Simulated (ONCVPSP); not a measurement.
# What one change does to a pseudopotential (Os (Z = 76), ONCV)

ONCVPSP 4.0.1 input, shortened (lines: element, Z, core and valence counts, functional; n l f; lmax; l rc ep ncon nbas qcut; lloc lpopt rc5 dvloc0; l nproj debl; icmod fcfact rcfact), PBE, scalar-relativistic:

```
  Os 76.00   10    4        4      upf
    1    0    2.00
    2    0    2.00
    2    1    6.00
    3    0    2.00
    3    1    6.00
    3    2   10.00
    4    0    2.00
    4    1    6.00
    4    2   10.00
    4    3   14.00
    5    0    2.00
    5    1    6.00
    5    2    6.00
    6    0    2.00
    2
    0    1.55    0.00    3    6    9.10
    1    1.60    0.00    4    8   10.70
    2    2.20    0.00    4    9    6.10
    4    5    1.45    1.00
    0    2    1.60
    1    1    0.40
    2    1    2.00
    3    3.75    1.40
```

All-electron outer shells of the reference configuration (PBE, scalar-relativistic, ld1.x):

| shell | level (eV) | outermost node (bohr) | outermost maximum (bohr) |
| --- | --- | --- | --- |
| 5s | -91.55 | 0.51 | 0.91 |
| 4f | -51.98 | – | 0.40 |
| 5p | -50.84 | 0.55 | 1.03 |
| 5d | -6.25 | 0.60 | 1.36 |
| 6s | -6.15 | 1.20 | 2.48 |

Change: local potential polynomial inside 1.45 bohr (lpopt 5, dvloc0 8 Ha).

Cutoffs: the cutoffs (Ha) at which the residual kinetic energy of the hardest occupied pseudo-wave falls to 1 and 0.1 mHa per electron; they do not see the model core or the augmentation charge, which bear on the density cutoff. Errors are all-electron minus pseudo energies relative to the spin-unpolarised reference configuration.

Question: How do hardness, ghosts and transferability respond?

Answer: The potential gets neither clearly harder nor softer (32 Ha and 39 Ha → 32 Ha and 39 Ha); a bound ghost appears in s, which as a rule spoils a file; of the 4 tests that both files solve, the error grows in 0 and shrinks in 1 by more than 15 % and 0.3 meV (median size 12.4 → 11.0 meV); the range in which the p phases agree widens (upper end 2.5 → at the end of the scan). In the separable form a ghost depends on how the local part lies against the semilocal potential of the channel, so the choice of the local part can create or remove one.

```csv
quantity,base,changed
"cutoff, loose",32 Ha,32 Ha
"cutoff, tight",39 Ha,39 Ha
bound ghosts,none,s
GHOST(+) flags under 300 eV,none,none
"error for 5s2 5p6 5d6 6s1, meV [ΔE 9.58 eV]",-3.3,-3.3
"error for 5s2 5p6 5d6 6s0, meV [ΔE 26.49 eV]",-8.8,-9.0
"error for 5s2 5p6 5d5 6s0, meV [ΔE 55.34 eV]",-16,-18
"error for 5s2 5p6 5d6 6s0 6p1, meV [ΔE 15.72 eV]",-25,-13
s: phases at 1.57 bohr within 0.05 rad from the reference energy up to (Ha; the scan ends near 5),to the end of the scan,to the end of the scan
p: phases at 1.63 bohr within 0.05 rad from the reference energy up to (Ha; the scan ends near 5),2.5,to the end of the scan
d: phases at 2.23 bohr within 0.05 rad from the reference energy up to (Ha; the scan ends near 5),1.6,1.5
"rms error of d²Exc/dni dnj with the model core, mHa",0.24,0.24
```

 A true bound ghost makes a file unfit for plane-wave use even where its test errors are small: the radial tests pick states by their node count and pass the ghost by.
